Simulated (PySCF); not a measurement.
CH4FGa. Atoms are numbered in the order given.

```xyz
7

Ga    -0.1746    -0.2933     0.0725
H     -0.8757    -1.6346     0.4537
F      1.4388    -0.1443     0.8047
C     -0.7039     1.2392    -1.0335
H     -1.6131     1.6947    -0.6370
H     -0.9145     0.9145    -2.0540
H      0.0914     1.9823    -1.0500
```

Coordinates come from a B3LYP-D3(BJ)/def2-TZVP optimisation.

Calculation: TDA-CAM-B3LYP/def2-SVPD (PySCF 2.14.0).

Vertical excitations. Isolated molecule, no solvent.

Computed UV-visible absorptions:
| state | energy (eV) | λ (nm) | f | main pairs |
|---|---|---|---|---|
| S1 | 5.78 | 215 | 0.001 | HOMO→LUMO 99 % |
| S2 | 7.55 | 164 | 0.142 | HOMO→LUMO+1 79 %, HOMO→LUMO+2 14 % |
| S3 | 7.80 | 159 | 0.055 | HOMO−1→LUMO 96 % |
| S4 | 7.94 | 156 | 0.050 | HOMO→LUMO+2 71 %, HOMO→LUMO+1 14 % |
| S5 | 8.10 | 153 | 0.003 | HOMO−3→LUMO 96 % |
| S6 | 8.41 | 147 | 0.004 | HOMO−2→LUMO 83 % |
| S7 | 8.68 | 143 | 0.420 | HOMO→LUMO+3 80 % |
| S8 | 9.21 | 135 | 0.021 | HOMO−2→LUMO+1 61 %, HOMO−2→LUMO+2 31 % |
| S9 | 9.28 | 134 | 0.052 | HOMO−3→LUMO+1 39 %, HOMO−1→LUMO+1 29 %, HOMO−3→LUMO+2 16 % |
| S10 | 9.48 | 131 | 0.013 | HOMO−5→LUMO 87 % |
| T1 | 5.38 | 230 | 0 | HOMO→LUMO 98 % |
| T2 | 6.47 | 191 | 0 | HOMO→LUMO+1 63 %, HOMO→LUMO+2 14 %, HOMO→LUMO+3 12 % |
| T3 | 7.12 | 174 | 0 | HOMO−1→LUMO 94 % |
| T4 | 7.58 | 164 | 0 | HOMO→LUMO+2 69 %, HOMO→LUMO+3 18 % |
Triplets are in the Tamm–Dancoff approximation.
